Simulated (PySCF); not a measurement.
CH9NSi4. Atoms are numbered in the order given.

```xyz
15

Si    -2.4870    -0.9504    -0.5318
Si    -0.7197    -0.1594     0.7870
Si     1.2784    -1.3114     0.3182
C      2.3058     0.1607    -0.4460
N      1.8756     1.3611    -0.5755
Si     0.2335     1.8492    -0.0540
H     -2.8954    -2.3453    -0.1393
H     -2.0189    -0.9670    -1.9631
H     -3.6895    -0.0502    -0.4278
H     -1.0322    -0.1240     2.2592
H      2.0035    -1.8801     1.5114
H      1.1488    -2.4080    -0.7092
H      3.3458    -0.0575    -0.7999
H      0.3778     2.9488     0.9611
H     -0.4768     2.3989    -1.2602
```
Charge 0, spin multiplicity 1.

Geometry optimised at PBE-D3(BJ)/def2-SVP. The structure was generated by enumeration; whether it is a known compound was not checked.

Computed with B3LYP/pcSseg-1 run with PySCF.

GIAO shieldings, no solvent; atoms listed in one row are averaged. δ = σ(ref) − σ: ²⁹Si against TMS (σ = 338.7 ppm); ¹³C against TMS (σ = 181.3 ppm); ¹⁵N against NH3 (σ = 265.5 ppm); ¹H against TMS (σ = 31.68 ppm), references at their B3LYP-D3(BJ)/def2-TZVP geometries, non-relativistic.

**Question.** Estimate the chemical shifts. (The exact figures need the calculation; the answer reports its results.)

**Answer.** 
```json
[
 {"nucleus": "²⁹Si", "atoms": "Si6", "count": "1", "δ (ppm)": "-8.4"},
 {"nucleus": "²⁹Si", "atoms": "Si3", "count": "1", "δ (ppm)": "-51.8"},
 {"nucleus": "²⁹Si", "atoms": "Si1", "count": "1", "δ (ppm)": "-96.5"},
 {"nucleus": "²⁹Si", "atoms": "Si2", "count": "1", "δ (ppm)": "-152.3"},
 {"nucleus": "¹³C", "atoms": "C4", "count": "1", "δ (ppm)": "210.7"},
 {"nucleus": "¹⁵N", "atoms": "N5", "count": "1", "δ (ppm)": "512.4"},
 {"nucleus": "¹H", "atoms": "H13", "count": "1", "δ (ppm)": "10.79"},
 {"nucleus": "¹H", "atoms": "H14", "count": "1", "δ (ppm)": "5.99"},
 {"nucleus": "¹H", "atoms": "H15", "count": "1", "δ (ppm)": "5.76"},
 {"nucleus": "¹H", "atoms": "H11", "count": "1", "δ (ppm)": "4.95"},
 {"nucleus": "¹H", "atoms": "H12", "count": "1", "δ (ppm)": "4.64"},
 {"nucleus": "¹H", "atoms": "H7, H8, H9", "count": "3", "δ (ppm)": "4.07"},
 {"nucleus": "¹H", "atoms": "H10", "count": "1", "δ (ppm)": "2.90"}
]
```
